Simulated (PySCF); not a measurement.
Diatomic cations of Tl with the fifth-period p block

CCSD(T) with double-zeta basis sets in PySCF, for the lowest determinant that a PBE0 search found; no spin–orbit coupling. De refers to high-spin ground-configuration atoms (the charge goes to the atom of lower measured ionisation energy or higher electron affinity, which is not always the lowest computed limit).

```
 M       basis  reference, frozen orbitals  charged atom  state (unpaired electrons)  Re (Å)  ωe (cm⁻¹)  De (eV)
In    def2-SVP                      UHF, 8           In+               doublet (σ ↑)   3.582       64.4      n/a
Sn    def2-SVP                      UHF, 8           Tl+          triplet (σ ↑, π ↑)   3.422       66.3      n/a
Sb    def2-SVP                      UHF, 8           Tl+         quartet (σ ↑, π ↑↑)   3.467       53.9      n/a
Te  cc-pVDZ-PP                      UHF, 8           Tl+              triplet (π ↑↑)   3.484       69.2      n/a
 I    def2-SVP                      UHF, 8           Tl+               doublet (π ↑)   3.522       58.2      n/a
```

The shortest bond is that of TlSn⁺ (3.422 Å), the longest that of TlIn⁺ (3.582 Å).

The rows differ in basis set, which adds steps of its own.

The state changes along the series, so neighbouring rows are not always alike in their bonding.

Correlated steps freeze 8 core orbitals. Spin–orbit coupling is left out, which matters for elements this heavy, above all for dissociation energies. States were picked by a PBE0 search and need not be the measured ground states.
